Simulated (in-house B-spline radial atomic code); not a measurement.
# I⁴⁺: 1s1 2s2 2p6 3s2 3p6 3d10 4s2 4p6 4d10 5s2 5p2 (with a hole in an inner shell)

Method: Dirac-Hartree-Fock, average of configuration, Fermi nucleus of rms radius 4.75 fm. Calculated with a radial B-spline atomic code at the basis-set limit.

Z_r = [3n² - l(l+1)]/(2<r>); Z_e = n√(-2ε); the last column is Slater's effective charge. Values are occupation-weighted means over j. An effective charge above Z reflects the relativistic contraction of the inner shells.

| shell | electrons | ε (eV) | <r> (bohr) | Z_r | Z_e | Slater |
| --- | --- | --- | --- | --- | --- | --- |
| 1s | 1 | -34209 | 0.02713 | 55.29 | 50.14 | 53.00 |
| 2s | 2 | -5483.4 | 0.115 | 52.15 | 40.15 | 49.70 |
| 2p | 6 | -4978.5 | 0.1004 | 49.78 | 38.26 | 49.70 |
| 3s | 2 | -1203.8 | 0.3067 | 44.01 | 28.22 | 42.75 |
| 3p | 6 | -1027.6 | 0.3033 | 41.21 | 26.07 | 42.75 |
| 3d | 10 | -749.3 | 0.2797 | 37.54 | 22.26 | 32.85 |
| 4s | 2 | -273.33 | 0.7208 | 33.29 | 17.93 | 26.25 |
| 4p | 6 | -213.36 | 0.7652 | 30.06 | 15.84 | 26.25 |
| 4d | 10 | -119.44 | 0.8673 | 24.21 | 11.85 | 14.85 |
| 5s | 2 | -66.422 | 1.746 | 21.48 | 11.05 | 9.65 |
| 5p | 2 | -52.96 | 1.96 | 18.62 | 9.86 | 9.65 |

The least bound orbital is 5p3/2 at -52.36 eV, and it is also the most diffuse (<r> = 1.979 bohr). The part-filled 1s shell lies below the filled 5s shell in orbital energy.

Spin-orbit splittings of the orbital energies (j = l + 1/2 above j = l - 1/2 when positive): 2p 319.7 eV, 3p 62.34 eV, 3d 13.26 eV, 4p 12.56 eV, 4d 2.122 eV, 5p 1.794 eV.

For the 1s electron the small component carries 3.84 % of the norm, the zero-frequency Breit interaction raises the level by 28.32 eV, self-energy by 47.26 eV, and vacuum polarisation lowers it by 6.524 eV.
